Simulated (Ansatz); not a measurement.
Ansatz results at the PBE0-D4/def2-TZVP geometry: HOMO–LUMO gap (B3LYP/def2-TZVPP) 7.42 eV; LUMO energy (PBE0/def2-TZVPP) -0.48 eV; HOMO–LUMO gap (PBE0/def2-TZVPP) 7.92 eV.

Each molecule was computed in one conformer, which needn't be the lowest.

(1) Which molecule gave them?
A. `F[SiH2][O][ZnH]`
B. `CNBO`
C. `N[SiH2]S`
D. `[F][Zn][O][SiH3]`

Answers

(1) A. The others give `CNBO`: 7.75, 1.26, 8.36; `[F][Zn][O][SiH3]`: 6.36, -1.70, 6.92; `N[SiH2]S`: 6.96, 0.28, 7.47.

B3LYP here is the variant with VWN-RPA as its local correlation; programs differ in this.
